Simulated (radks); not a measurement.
Values are calculated unless marked as measured or tabulated.
Question: These are the eigenvalues of the occupied orbitals of an atom or ion with whole-number occupations (eV). Level of theory: scalar-relativistic Kohn-Sham, PBE, spin-unpolarised, spherical densities, point nucleus (a radial shooting solver on a logarithmic mesh with Libxc functionals).

| orbital | eigenvalue |
|---|---|
| 1s | -59448.18 |
| 2s | -10157.96 |
| 2p | -8986.245 |
| 3s | -2401.631 |
| 3p | -2046.855 |
| 3d | -1609.224 |
| 4s | -594.9332 |
| 4p | -478.0914 |
| 4d | -322.7809 |
| 5s | -188.6981 |
| 5p | -155.9323 |
| 4f | -150.6648 |

Which element is it, and in what charge state? The configuration may be excited.

Answer: Z = 69, thulium, charge +9: Tm9+ in [Kr] 4d10 4f11 5s2 5p1. The list shows which subshells hold electrons but not how many an open one holds; the 1s level, -2184.7 hartree, gives Z - s = 66.1 by -(Z - s)^2/2, which with screening and relativity narrows Z to a few neighbours, and the depths of the outer levels then fix element, charge and occupations together.
